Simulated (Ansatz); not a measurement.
Cartesian coordinates (Å):
```xyz
10

Mo     0.2265    -0.0618    -0.1224
O     -1.0875    -0.5883     0.8031
O      1.6992     0.1604     1.0882
H      1.9683    -0.6413     1.5820
O      0.1526     1.8549    -0.1351
H      0.1738     2.2916     0.7412
O      1.1595    -1.6387    -0.6972
H      0.6306    -2.2778    -1.2179
O     -0.3896     0.0497    -1.9355
H     -1.1687     0.6227    -2.0895
```
Charge 0, spin multiplicity 1.

These are frozen-core CCSD(T)/def2-TZVPP // BP86-D3(BJ)/def2-SVP run with Ansatz (an electronic-structure program) values and carry that method's errors.

```json
{
  "HF energy": "-444.41012 Ha",
  "MP2 correlation energy": "-1.84125 Ha"
}
```

### Question
Estimate the CCSD correlation energy, the (T) correction, the total energy and the T1 diagnostic.

### Answer

| Quantity | Result |
|---|---|
| CCSD correlation energy | -1.76206 Ha |
| (T) correction | -0.09925 Ha |
| CCSD(T) total energy | -446.27143 Ha |
| T1 diagnostic | 0.027 |
